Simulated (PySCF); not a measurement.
## Electron correlation in Kr⁺ (krypton, charge +1)

[Ar] 3d10 4s2 4p5, 2P determinant. Calculation: PySCF 2.14, in aug-cc-pVDZ-DK; the spin-free X2C one-electron Hamiltonian (Gaussian nucleus). Frozen: [Ar] 3d10; 7 electrons correlated.

MP2 pair energies summed by pair of shells (mhartree):

```csv
pair,energy,share (%)
4p-4p,-66.88,68.4
4s-4p,-25.46,26.0
4s-4s,-5.39,5.5
```

Total MP2 correlation energy: -97.74 mhartree.

Same-spin part -24.70 and opposite-spin part -73.03 mhartree; SCS-MP2 scales them by 1/3 and 6/5 to -95.87 mhartree.

```tsv
level	correlation energy (mhartree)
CCSD	-112.09
(T)	-1.35
CCSD(T)	-113.44
```

Diagnostics: T1 = 0.0053, D1 = 0.0168, largest double amplitude 0.042.

Q: Is a single reference adequate?

A: Yes, within this model without spin-orbit coupling: T1 lies below 0.03 and no double amplitude reaches 0.07.
